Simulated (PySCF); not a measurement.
Germanium monoselenide, GeSe.
Structure used (PBE0-D3(BJ)/def2-SVP), in Å, numbered top down from 1:
```
atom  x, y, z in Å
Ge1    1.0947   -0.0868    0.0101
Se2   -1.0450   -0.0009   -0.0323
```

Method: PBE0-D3(BJ)/def2-SVP geometry optimisation, gas phase in PySCF 2.14.0.

Masses are those of the commonest isotopes; rigid-rotor values at the optimised geometry. 

Problem. What are the moment of inertia and the rotational constant?

Solution. I = 176.170 u·Å², B = 505379 MHz·u·Å²/I = 2869 MHz (0.0957 cm⁻¹, or 0.138 K as hB/k). For two atoms I = μr² with μ = 38.4010 u and r = 2.1419 Å.

Problem. List the first levels of a rigid rotor in a Σ state.

Solution. E(J) = BJ(J+1): J = 1: 0.191, J = 2: 0.574, J = 3: 1.148, J = 4: 1.914, J = 5: 2.871, J = 6: 4.019 cm⁻¹.

Problem. Where do the first rotational lines fall?

Solution. The dipole is 1.71 D; J+1 ← J lies at 2B(J+1): 1 ← 0 at 5.74 GHz, 2 ← 1 at 11.47 GHz, 3 ← 2 at 17.21 GHz, 4 ← 3 at 22.95 GHz, 5 ← 4 at 28.69 GHz, 6 ← 5 at 34.42 GHz.

PBE0-D3(BJ)/def2-SVP frequencies: not computed here. Constants of a rigid frame at the computed geometry: no zero-point averaging, no centrifugal distortion.
